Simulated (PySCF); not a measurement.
## C9H18Si2: core ionisation energies

Species: Si(vinyl)3(SiMe3), C9H18Si2.
Structure used (PBE0-D3(BJ)/def2-SVP), in Å, numbered top down from 1:
```
atom  x, y, z in Å
Si1    0.356    0.584    0.268
C2     0.252    0.534    2.143
C3     1.318    0.539    2.953
H4    -0.743    0.460    2.603
H5     2.337    0.615    2.556
H6     1.226    0.474    4.044
C7     2.150    0.503   -0.279
C8     2.787    1.489   -0.923
H9     2.705   -0.427   -0.087
H10    2.291    2.441   -1.141
H11    3.827    1.396   -1.255
C12   -0.442    2.156   -0.378
C13   -0.891    3.150    0.399
H14   -0.578    2.255   -1.464
H15   -0.784    3.119    1.490
H16   -1.379    4.041   -0.014
Si17  -0.794   -1.278   -0.597
C18   -2.590   -1.206   -0.020
C19   -0.726   -1.229   -2.484
C20    0.020   -2.860    0.036
H21   -3.171   -2.055   -0.416
H22   -3.071   -0.275   -0.357
H23   -2.653   -1.239    1.080
H24   -1.225   -0.329   -2.874
H25    0.316   -1.219   -2.839
H26   -1.227   -2.110   -2.919
H27    1.063   -2.936   -0.311
H28    0.027   -2.882    1.137
H29   -0.521   -3.751   -0.322
```

Method used: delta-SCF UKS SCAN, pcX-2 on the ionised atom, pcseg-1 elsewhere, spin-free X2C in PySCF 2.14.0. Binding energies are ΔSCF values: E(core-ionised, relaxed orbitals) − E(ground state) at a fixed geometry, referred to the vacuum level.

**Question.** Give the core binding energies atom by atom.

**Answer.** 
```json
{"atom(s)": "Si1", "environment": "silicon bonded to 3 C and Si", "level": "Si 2p3/2", "binding energy (eV)": "105.35", "2p1/2 (eV)": "105.97", "above the level's lowest (eV)": "+0.06", "count": "1"}
{"atom(s)": "Si1", "environment": "silicon bonded to 3 C and Si", "level": "Si 1s", "binding energy (eV)": "1845.13", "2p1/2 (eV)": "–", "above the level's lowest (eV)": "+0.10", "count": "1"}
{"atom(s)": "C2/C7/C12", "environment": "carbon bonded to C, Si and H", "level": "C 1s", "binding energy (eV)": "289.60", "2p1/2 (eV)": "–", "above the level's lowest (eV)": "0.00", "count": "3"}
{"atom(s)": "C3/C8/C13", "environment": "carbon bonded to C and 2 H", "level": "C 1s", "binding energy (eV)": "289.88", "2p1/2 (eV)": "–", "above the level's lowest (eV)": "+0.28", "count": "3"}
{"atom(s)": "Si17", "environment": "silicon bonded to 3 C and Si", "level": "Si 2p3/2", "binding energy (eV)": "105.29", "2p1/2 (eV)": "105.91", "above the level's lowest (eV)": "0.00", "count": "1"}
{"atom(s)": "Si17", "environment": "silicon bonded to 3 C and Si", "level": "Si 1s", "binding energy (eV)": "1845.03", "2p1/2 (eV)": "–", "above the level's lowest (eV)": "0.00", "count": "1"}
{"atom(s)": "C18/C19/C20", "environment": "carbon bonded to Si and 3 H", "level": "C 1s", "binding energy (eV)": "289.63", "2p1/2 (eV)": "–", "above the level's lowest (eV)": "+0.03", "count": "3"}
```

Lowest listed C 1s: C2/C7/C12, bonded to C, H and Si. Highest, 0.28 eV above it: C3/C8/C13, bonded to C and 2 H. The widest gap between neighbouring values is 0.25 eV, between 289.63 and 289.88 eV. The values 289.60 and 289.63 eV lie too close for their order to be trusted.

The 2 Si 1s values lie within 0.10 eV of each other; Gaussian lines of 0.5 eV full width would blend them into one maximum.

The 2 Si 2p3/2 values lie within 0.06 eV of each other.

**Question.** Express the binding energy of Si 2p3/2 of Si1 in atomic units and per mole.

**Answer.** 105.35 eV = 3.8715 Eh = 10165 kJ/mol.

Topologically equivalent atoms share the value of their first member; where this conformer doesn't relate them by symmetry, their own values could differ. 2p3/2 and 2p1/2 are the ΔSCF energy of one spin-free 2p hole plus the eigenvalues of a spin–orbit and ligand-field matrix of the shell. 2p1/2 minus 2p3/2 (ligand field included): Si 0.62 eV. Geometry: PBE0-D3(BJ)/def2-SVP, one conformer, isolated molecule.
